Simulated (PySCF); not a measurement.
# Removal energies of Ge¹⁴⁺ from EOM-IP-GCCSD

Reference: closed-shell Ge¹⁴⁺, [Ar]; one electron is removed. Calculated with PySCF 2.14, two-component X2C-1e with screened spin-orbit coupling, an uncontracted even-tempered set (19 s from 0.37 bohr⁻², ratio 2.6; 14 p from 0.48 bohr⁻², ratio 2.6; 6 d from 0.49 bohr⁻², ratio 2.8; 3 f from 13 bohr⁻², ratio 2.8); frozen [Ne]; the 64 highest virtual spinors dropped; of the others 50 kept and the rest restored at second order. No Breit or QED terms. Binding energies in eV.

| level | Koopmans | second order | EOM-CCSD |
| --- | --- | --- | --- |
| 3s1/2 | 595.35 | 587.05 | 583.82 |
| 3p1/2 | 534.24 | 534.21 | 534.32 |
| 3p3/2 | 528.00 | 528.06 | 528.19 |

In EOM-CCSD the overlap with the one-orbital guess is low for 3s1/2 (weight 0.79). That can mean mixing with two-hole, one-particle states, where second order and EOM-CCSD lose accuracy, or only a rotation among the degenerate components of the shell; the terms of those configurations are not listed.

For comparison, the ionisation energy of Ge¹⁴⁺ is 527.9 ± 1.6 eV (semi-empirical (NIST evaluation); NIST Atomic Spectra Database, ionization energies).
